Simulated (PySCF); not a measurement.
H6O3Si2, SMILES [SiH3][Si](O)(O)O.

Geometry: r2SCAN-D4/def2-SVP. Other conformers were not sampled.

Two levels are set side by side: PBE/def2-TZVP (PySCF) and M06-2X/def2-TZVP (PySCF). Same geometry, gas phase. Differences are taken from unrounded values.

```csv
quantity,M06-2X
orbital gap (eV),10.03
highest occupied level (eV),-9.05
lowest empty level (eV),0.98
dipole moment (D),1.19
mean polarisability (bohr³),62.6
```

Task: What does PBE give, and how far is it from M06-2X? (Estimate from the structure and the level; the computed values follow.)

Result: 
| quantity | PBE | PBE minus M06-2X |
|---|---|---|
| orbital gap (eV) | 5.96 | -4.07 |
| highest occupied level (eV) | -6.57 | 2.48 |
| lowest empty level (eV) | -0.61 | -1.59 |
| dipole moment (D) | 0.79 | -0.40 |
| mean polarisability (bohr³) | 67.4 | 4.7 |

PBE's occupied levels lie high since its potential decays too fast outside the molecule; exact exchange lowers them and widens the gap. PBE's more diffuse valence density responds more strongly to a field. Differences between two approximate levels are no errors against the true value.

Rough cost on one machine, each run with all the roots and properties that it gave: M06-2X against PBE about 4 times.
